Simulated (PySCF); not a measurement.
SMILES c1(C#[NH+])ccccc1 (C₇H₆N (cation, charge +1)), B3LYP/def2-SVP optimised geometry.

```
14

N      1.98     2.35     0.00
C      1.40     1.35     0.00
C      0.69     0.14     0.00
C      1.41    -1.08     0.00
C      0.70    -2.27     0.00
C     -0.70    -2.26     0.00
C     -1.41    -1.05     0.00
C     -0.73     0.16     0.00
H      2.49     3.23     0.00
H      2.50    -1.08     0.00
H      1.24    -3.23     0.00
H     -1.25    -3.20     0.00
H     -2.50    -1.05     0.00
H     -1.27     1.11     0.00
```

Density from B3LYP/def2-TZVP run with PySCF at that geometry.

Minimum of the electron density along straight lines between bonded atoms, close to the bond critical point (lines longer than 1.1 times the sum of covalent radii, or with two minima, are not listed):

| bond | length / Å | ρ at the minimum / e bohr⁻³ | ∇²ρ there / e bohr⁻⁵ | position (fraction from the first atom) |
|---|---|---|---|---|
| N1–C2 | 1.157 | 0.465 | -0.01 | 0.65 |
| C2–C3 | 1.403 | 0.294 | -0.88 | 0.59 |
| C3–C4 | 1.419 | 0.300 | -0.85 | 0.52 |
| C4–C5 | 1.389 | 0.322 | -0.96 | 0.51 |
| C5–C6 | 1.403 | 0.315 | -0.93 | 0.50 |
| C6–C7 | 1.403 | 0.315 | -0.93 | 0.50 |
| C3–C8 | 1.419 | 0.300 | -0.85 | 0.52 |
| C7–C8 | 1.389 | 0.322 | -0.96 | 0.49 |
| N1–H9 | 1.014 | 0.317 | -2.09 | 0.79 |
| C4–H10 | 1.092 | 0.285 | -1.03 | 0.66 |
| C5–H11 | 1.092 | 0.285 | -1.03 | 0.66 |
| C6–H12 | 1.093 | 0.286 | -1.04 | 0.66 |
| C7–H13 | 1.092 | 0.285 | -1.03 | 0.66 |
| C8–H14 | 1.092 | 0.285 | -1.03 | 0.66 |
